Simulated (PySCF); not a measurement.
Compound: C5H8O2.
Z-matrix (Å and degrees, PBE0-D3(BJ)/def2-SVP geometry), rows numbered from 1:
```
C 
C   1  1.5027
O   2  1.2440  1  119.59
C   2  1.4381  1  119.07  3   179.62
C   4  1.3772  2  119.13  1  -179.47
C   5  1.4890  4  123.74  2   179.79
O   5  1.3073  4  121.47  2    -0.12
H   1  1.0967  2  109.70  3     5.19
H   1  1.1016  2  109.88  3  -115.10
H   1  1.1006  2  110.68  3   126.75
H   4  1.0895  2  120.71  1     0.50
H   6  1.1012  5  109.46  4  -120.17
H   6  1.1009  5  109.49  4   123.01
H   6  1.0964  5  111.94  4     1.33
H   7  1.0230  5  104.78  4     0.07
```

Computed with PySCF at CAM-B3LYP/def2-SVPD, non-relativistic, on one gas-phase PBE0-D3(BJ)/def2-SVP geometry that isn't relaxed in the solvent. The solvent is an IEF-PCM continuum (cavity from Bondi-type radii × 1.2), and excitations are vertical TDDFT with non-equilibrium linear response and a frozen core. The model holds no explicit solvent molecules, cavitation or dispersion.

Gas-phase singlets (H = HOMO, L = LUMO):

```tsv
state	E (eV)	λ (nm)	f	leading configurations
S1	4.525	274	0.001	H-1→L 96%
S2	5.146	241	0.312	H→L 97%
S3	6.621	187	0.006	H→L+1 91%
S4	7.390	168	0.000	H-3→L 65%, H-1→L+4 24%
S5	7.505	165	0.041	H-1→L+1 79%
```

Problem. Give the list for chloroform (ε = 4.711), n² = 2.09.

Solution. 
```json
{"state": "S1", "E (eV)": "4.606", "λ (nm)": "269", "f": "0.001", "leading configurations": "H-1→L 96%", "change by rank (eV)": "+0.081"}
{"state": "S2", "E (eV)": "5.014", "λ (nm)": "247", "f": "0.385", "leading configurations": "H→L 98%", "change by rank (eV)": "-0.132"}
{"state": "S3", "E (eV)": "6.708", "λ (nm)": "185", "f": "0.006", "leading configurations": "H→L+1 92%", "change by rank (eV)": "+0.087"}
{"state": "S4", "E (eV)": "7.457", "λ (nm)": "166", "f": "0.000", "leading configurations": "H-3→L 68%, H-1→L+4 20%", "change by rank (eV)": "+0.067"}
{"state": "S5", "E (eV)": "7.561", "λ (nm)": "164", "f": "0.055", "leading configurations": "H-1→L+1 82%, H-1→L+3 9%", "change by rank (eV)": "+0.056"}
```

Problem. The ground-state energy changes by -0.174 eV from gas to chloroform. By how much does the total energy of gas-phase S1 change?

Solution. E(S1) = E(S0) + excitation energy, so it changes by -0.174 + 0.081 = -0.093 eV: it is lowered less than the ground state, which is what a blue shift means. This is the vertical state, with the slow part of the continuum still set for S0.

Problem. How do the frontier levels move from gas to chloroform?

Solution. 
```csv
orbital,gas (eV),solvent (eV),change (eV)
LUMO+2,1.71,1.93,+0.22
LUMO+1,1.20,1.36,+0.16
LUMO,-0.20,-0.18,+0.02
HOMO,-8.35,-8.34,+0.01
HOMO-1,-9.09,-9.15,-0.06
HOMO-2,-11.64,-11.64,0.00
HOMO-3,-11.97,-11.98,-0.01
```

The HOMO–LUMO gap goes from 8.14 to 8.15 eV.

The run took 30 s of wall time on Arm Neoverse V1, one thread (shared host), and the process peaked at 1.1 GiB of memory. This is the whole response run at CAM-B3LYP/def2-SVPD in chloroform, SCF included.
